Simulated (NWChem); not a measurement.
System: C3H7AlO; SMILES C=[CH][AlH][O]C

Here is an NWChem input.

```
start job
memory heap 200 mb stack 900 mb global 1100 mb
geometry units angstroms
  Al    -0.327421     0.124536     0.380605
  H     -1.251905     0.434071     1.562505
  C     -0.638056     1.093829    -1.319117
  C     -1.648397     1.960481    -1.299020
  H     -0.074000     0.988004    -2.246630
  H     -1.946090     2.567089    -2.144981
  H     -2.235484     2.097511    -0.398734
  O      0.844299    -0.998998     0.655701
  C      1.831949    -1.957139     0.913251
  H      2.166340    -2.410371    -0.022606
  H      2.686900    -1.487865     1.405817
  H      1.433003    -2.738659     1.563592
end
basis spherical
  * library 6-31g*
end
dft
  xc b3lyp
  iterations 150
end
driver
  maxiter 120
end
task dft optimize
task dft freq
```

Parts of the log:

```
             Northwest Computational Chemistry Package (NWChem) 7.3.0
             --------------------------------------------------------

 C1  symmetry detected

                             Geometry "geometry" -> ""
                             -------------------------

 Output coordinates in angstroms (scale by  1.889725989 to convert to a.u.)

  No.       Tag          Charge          X              Y              Z
 ---- ---------------- ---------- -------------- -------------- --------------
    1 Al                  13.0000    -0.51801224     0.11996792    -0.00068394
    2 H                    1.0000    -2.03157965     0.35763127    -0.00089358
    3 C                    6.0000     0.67021578     1.70527292    -0.00103253
    4 C                    6.0000     0.04469761     2.88043270     0.00120431
    5 H                    1.0000     1.76091897     1.70698785    -0.00247916
    6 H                    1.0000     0.54977375     3.83810821     0.00154417
    7 H                    1.0000    -1.03786368     2.92539961     0.00271625
    8 O                    8.0000    -0.03450866    -1.45393100     0.00014691
    9 C                    6.0000     0.35231703    -2.79936197     0.00047897
   10 H                    1.0000     1.36468255    -2.89748272    -0.39770852
   11 H                    1.0000     0.33202439    -3.19264365     1.01964446
   12 H                    1.0000    -0.33111041    -3.38419737    -0.61901221

 Effective nuclear repulsion energy (a.u.)     196.9680285797

                                Z-matrix (autoz)
                                --------

 Units are Angstrom for bonds and degrees for angles

      Type          Name      I     J     K     L     M      Value
      ----------- --------  ----- ----- ----- ----- ----- ----------
    1 Stretch                  1     2                       1.53211
    2 Stretch                  1     3                       1.98118
    3 Stretch                  1     8                       1.64649
    4 Stretch                  3     4                       1.33127
    5 Stretch                  3     5                       1.09071
    6 Stretch                  4     6                       1.08270
    7 Stretch                  4     7                       1.08350
    8 Stretch                  8     9                       1.39994
    9 Stretch                  9    10                       1.09228
   10 Stretch                  9    11                       1.09260
   11 Stretch                  9    12                       1.09219
   12 Bend                     1     3     4               115.12178
   13 Bend                     1     3     5               126.94259
   14 Bend                     1     9    10               110.53300
   15 Bend                     1     9    11               109.87664
   16 Bend                     1     9    12               109.52155
   17 Bend                     2     1     3               117.92870
   18 Bend                     2     1     8               116.00085
   19 Bend                     3     1     8               126.07045
   20 Bend                     3     4     6               124.16727
   21 Bend                     3     4     7               120.40427
   22 Bend                     4     3     5               117.93562
   23 Bend                     6     4     7               115.42846
   24 Bend                     8     9    10               110.02008
   25 Bend                     8     9    11               109.93931
   26 Bend                     8     9    12               109.97354
   27 Bend                     9     1     2               115.52454
   28 Bend                     9     1     3               126.54676
   29 Bend                    10     9    11               108.96106
   30 Bend                    10     9    12               108.97091
   31 Bend                    11     9    12               108.94826
   32 Torsion                  1     3     4     6         179.98733
   33 Torsion                  1     3     4     7          -0.02007
   34 Torsion                  2     1     3     4           0.12527
   35 Torsion                  2     1     3     5        -179.89828
   36 Torsion                  2     1     9    10         157.08318
   37 Torsion                  2     1     9    11         -82.62814
   38 Torsion                  2     1     9    12          37.01008
   39 Torsion                  1     2     8     9        -179.97071
   40 Torsion                  3     1     9    10         -22.92224
   41 Torsion                  3     1     9    11          97.36644
   42 Torsion                  3     1     9    12        -142.99534
   43 Torsion                  1     3     8     9         179.96834
   44 Torsion                  4     3     1     8        -179.86052
   45 Torsion                  5     3     1     8           0.11593
   46 Torsion                  5     3     4     6           0.00864
   47 Torsion                  5     3     4     7        -179.99876
   48 Torsion                  1     8    10     9        -179.14400
   49 Torsion                  1     8    11     9         177.95265
   50 Torsion                  1     8    12     9        -178.80586

                           NWChem Geometry Optimization
                           ----------------------------

[...]

      ----------------------
      Optimization converged
      ----------------------

  Step       Energy      Delta E   Gmax     Grms     Xrms     Xmax
  ---- ---------------- -------- -------- -------- -------- --------
@   32    -436.19415647 -1.3D-07  0.00003  0.00001  0.00059  0.00129
                                     ok       ok       ok       ok

                                Z-matrix (autoz)
                                --------

 Units are Angstrom for bonds and degrees for angles

[...]

 Rotational Constants
 --------------------
 A=   0.716480 cm-1  (  1.030832 K)
 B=   0.052931 cm-1  (  0.076154 K)
 C=   0.049751 cm-1  (  0.071579 K)

 Temperature                      =   298.15K
 frequency scaling parameter      =   1.0000

 Zero-Point correction to Energy  =   57.209 kcal/mol  (  0.091168 au)
 Thermal correction to Energy     =   62.143 kcal/mol  (  0.099031 au)
 Thermal correction to Enthalpy   =   62.735 kcal/mol  (  0.099975 au)

 Total Entropy                    =   86.541 cal/mol-K
   - Translational                =   39.252 cal/mol-K (mol. weight =  86.0312)
   - Rotational                   =   26.238 cal/mol-K (symmetry #  =        1)
   - Vibrational                  =   21.051 cal/mol-K

 Cv (constant volume heat capacity) =   24.678 cal/mol-K
   - Translational                  =    2.979 cal/mol-K
   - Rotational                     =    2.979 cal/mol-K
   - Vibrational                    =   18.719 cal/mol-K

[normal modes left out]

 ----------------------------------------------------------------------------
 Normal Eigenvalue ||           Projected Infra Red Intensities
  Mode   [cm**-1]  || [atomic units] [(debye/angs)**2] [(KM/mol)] [arbitrary]
 ------ ---------- || -------------- ----------------- ---------- -----------
    1       -0.000 ||    0.000000           0.000         0.000       0.000
    2       -0.000 ||    0.000011           0.000         0.011       0.003
    3       -0.000 ||    0.000005           0.000         0.005       0.001
    4        0.000 ||    0.000068           0.002         0.067       0.017
    5        0.000 ||    0.000076           0.002         0.074       0.018
    6        0.000 ||    0.000084           0.002         0.081       0.020
    7       61.445 ||    0.000397           0.009         0.387       0.096
    8       91.140 ||    0.001670           0.039         1.628       0.404
    9      107.714 ||    0.000019           0.000         0.019       0.005
   10      126.905 ||    0.005476           0.126         5.338       1.325
   11      190.082 ||    0.008174           0.189         7.969       1.977
   12      278.872 ||    0.007949           0.183         7.749       1.923
   13      416.378 ||    0.005120           0.118         4.991       1.239
   14      524.768 ||    0.154563           3.566       150.675      37.389
   15      636.868 ||    0.057208           1.320        55.769      13.838
   16      664.304 ||    0.099517           2.296        97.014      24.073
   17      761.892 ||    0.176517           4.072       172.078      42.699
   18     1002.515 ||    0.034621           0.799        33.750       8.375
   19     1014.630 ||    0.015892           0.367        15.493       3.844
   20     1070.301 ||    0.013742           0.317        13.397       3.324
   21     1163.668 ||    0.258573           5.965       252.070      62.549
   22     1202.318 ||    0.000117           0.003         0.114       0.028
   23     1224.903 ||    0.107783           2.487       105.072      26.072
   24     1294.770 ||    0.005681           0.131         5.538       1.374
   25     1457.787 ||    0.022371           0.516        21.808       5.411
   26     1520.230 ||    0.026746           0.617        26.073       6.470
   27     1528.089 ||    0.000559           0.013         0.545       0.135
   28     1537.175 ||    0.006223           0.144         6.066       1.505
   29     1656.688 ||    0.019911           0.459        19.410       4.816
   30     1930.672 ||    0.171093           3.947       166.790      41.387
   31     3002.125 ||    0.101705           2.346        99.147      24.602
   32     3061.440 ||    0.070669           1.630        68.892      17.095
   33     3075.897 ||    0.051179           1.181        49.892      12.380
   34     3115.818 ||    0.026935           0.621        26.257       6.516
   35     3130.393 ||    0.010842           0.250        10.569       2.623
   36     3187.591 ||    0.026731           0.617        26.058       6.466
 ----------------------------------------------------------------------------
```

Level: B3LYP/6-31G* (spherical d).
